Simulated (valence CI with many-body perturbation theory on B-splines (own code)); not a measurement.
## Valence orbitals of Au⁵⁵⁺

Calculated by valence CI with perturbative core correlation (CI+MBPT): six valence electrons over a frozen Dirac-Fock core [Ar], radial functions for each j: 7 s, 7 p, 8 d, 6 f, 4 g, 1 h, with the one-electron correlation potential Σ1, the two-electron term Σ2, the three-electron term Σ3, Breit, model QED; selected CI, second order for the rest, scaled by the run's own slope (own B-spline code, finite nucleus).

No measured spectrum was set against this ion. As an estimate, large intervals hold to a few tenths of a per cent, small ones and those within an open d or f shell to about a per cent. Core correlation moves these levels by up to 16000 cm⁻¹, and in measured spectra 5 to 20 % of such shifts remained as error; rates that hang on mixing are uncertain with them. Among the levels kept, up to 1100 cm⁻¹ of a level comes from second order outside the variational space, and about a tenth of that is noise between levels of different J, which matters for small intervals. The list stops below the first excitations out of the core. Only levels of the ground parity were solved; by the run's estimate the other parity begins above the list, which can be wrong where configurations are misplaced.

These are the spectroscopic orbitals of the CI (the correlating ones are not listed), shaped by the core and the other valence electrons. h is the expectation value of the core's Dirac-Fock operator, without the valence repulsion; Σ1 is computed up to l = 3 at one energy for each symmetry, that of its lowest orbital but kept below the first core excitation, so for empty shells it is not the orbital's own correlation shift; Breit and QED include the response of the core, and the two lowest orbitals of each symmetry also the frequency dependence of Breit exchange, which makes a step in that column.

```tsv
Orbital	h (hartree)	Σ1 (cm⁻¹)	Breit (cm⁻¹)	QED (cm⁻¹)	⟨r⟩ (bohr)
4s1/2	-139.81	-8192	19236	15016	0.3439
5s1/2	-85.986	-3166	9358	7475	0.5593
6s1/2	-58.197	-1593	5125	4187	0.8300
4p1/2	-136.28	-10786	30527	955	0.3377
5p1/2	-84.229	-3945	15179	496	0.5564
6p1/2	-57.203	-1948	8396	283	0.8304
4p3/2	-129.61	-9696	17002	2129	0.3568
5p3/2	-80.972	-3757	8605	1096	0.5799
6p3/2	-55.372	-1895	5338	626	0.8587
3d3/2	-231.64	-21739	40245	-2657	0.1549
4d3/2	-124.93	-10920	15021	-734	0.3351
5d3/2	-78.679	-4248	7328	-329	0.5661
3d5/2	-227.69	-19092	21615	-580	0.1590
4d5/2	-123.42	-10246	8104	-5.9	0.3401
5d5/2	-77.923	-3929	3935	26.0	0.5723
4f5/2	-119.14	-27020	2480	-568	0.3023
5f5/2	-75.939	-10731	1102	-270	0.5396
4f7/2	-118.57	-20542	273	-252	0.3046
5f7/2	-75.636	-8149	201	-109	0.5423
5g7/2	-74.422		212	-80.3	0.4848
5g9/2	-74.276		-30.0	-1.3	0.4862
```

Among the shells of the start configuration 3d6, Σ1 is largest in size for 3d3/2, where it is 0.043 % of h.

Lowest root of each symmetry, sizes in configuration state functions:

```json
{"J": "0", "Parity": "even", "Roots": "5", "Reference": "26", "Variational": "15468", "Second order": "235718", "Change by selected CI (cm⁻¹)": "-38150", "Change by second order (cm⁻¹)": "-7"}
{"J": "1", "Parity": "even", "Roots": "4", "Reference": "60", "Variational": "31628", "Second order": "701179", "Change by selected CI (cm⁻¹)": "-31903", "Change by second order (cm⁻¹)": "-56"}
{"J": "2", "Parity": "even", "Roots": "8", "Reference": "86", "Variational": "32342", "Second order": "1050877", "Change by selected CI (cm⁻¹)": "-33578", "Change by second order (cm⁻¹)": "-588"}
{"J": "3", "Parity": "even", "Roots": "6", "Reference": "88", "Variational": "30507", "Second order": "1158368", "Change by selected CI (cm⁻¹)": "-30117", "Change by second order (cm⁻¹)": "-724"}
{"J": "4", "Parity": "even", "Roots": "7", "Reference": "77", "Variational": "32084", "Second order": "472838", "Change by selected CI (cm⁻¹)": "-31397", "Change by second order (cm⁻¹)": "-903"}
{"J": "5", "Parity": "even", "Roots": "2", "Reference": "52", "Variational": "28594", "Second order": "39656", "Change by selected CI (cm⁻¹)": "-31576", "Change by second order (cm⁻¹)": "-601"}
{"J": "6", "Parity": "even", "Roots": "2", "Reference": "31", "Variational": "29043", "Second order": "25793", "Change by selected CI (cm⁻¹)": "-31324", "Change by second order (cm⁻¹)": "-235"}
```
